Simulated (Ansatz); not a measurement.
Consider the redistribution: `[F][GaH][SH]` + `[CH3][Ge][OH]` → `[CH3][GaH][SH]` + `[OH][Ge][F]`.

Calculated with Ansatz (gas phase, PBE0-D4/def2-TZVP geometries, no zero-point term in ΔE). CCSD(T)/CBS adds triple-zeta CCSD(T) − MP2 to the extrapolated MP2 energy (def2 sets, frozen cores). Functionals use def2-TZVPP. For Ga, Ge outer-core shells are correlated without core-valence functions, which leaves a few kJ/mol of doubt a bond. Scalar relativity is left out up to krypton. One conformer a species, not always the lowest.

| level | ΔE (kJ/mol) | difference from CCSD(T)/CBS |
| --- | --- | --- |
| revPBE-D4 | -53.0 | 1.0 |
| r2SCAN-D4 | -53.2 | 0.8 |
| B97M-V | -52.7 | 1.3 |
| r2SCAN0-D4 | -52.1 | 1.9 |
| BHLYP-D4 | -53.0 | 1.0 |
| ωB97X-V | -54.0 | 0.0 |
| B2PLYP | -53.3 | 0.7 |
| PBE-QIDH | -50.9 | 3.1 |
| revPBE | -53.8 | 0.2 |
| r2SCANh | -52.6 | 1.4 |
| BHLYP | -52.5 | 1.5 |
| HF/def2-SVP | -39.0 | 15.0 |
| CCSD(T)/def2-SVP | -42.0 | 12.0 |
| SCS-MP2/def2-QZVPP | -52.1 | 1.9 |
| MP2/CBS(def2) | -56.8 | -2.8 |
| CCSD/CBS(def2) | -53.3 | 0.7 |
| CCSD(T)/CBS | -54.0 | 0 |

Task: What do rigid-rotor, harmonic-oscillator terms from PBE0-D4/def2-TZVP frequencies (298.15 K, 1 bar) make of the CCSD(T)/CBS value? (Estimate.)

Result: Ansatz gave: ΔZPE = +0.6 kJ/mol, ΔH = -53.2 kJ/mol, ΔS = 8 J/(mol·K), ΔG = -55.7 kJ/mol. Modes under 50 cm⁻¹ make the entropy rough.

Largest T1 diagnostic among the species: 0.015.

Leaving LDA and LC-ωPBE aside and taking each functional with its dispersion term where it has one, the values, not all of them listed here, spread over 5.4 kJ/mol, from CAM-B3LYP-D4 to PBE-QIDH. LDA lies −3.1 kJ/mol from PBE without D4. At CCSD(T), def2-SVP lies +12.0 kJ/mol from the extrapolated value and def2-TZVPP +5.2 kJ/mol.
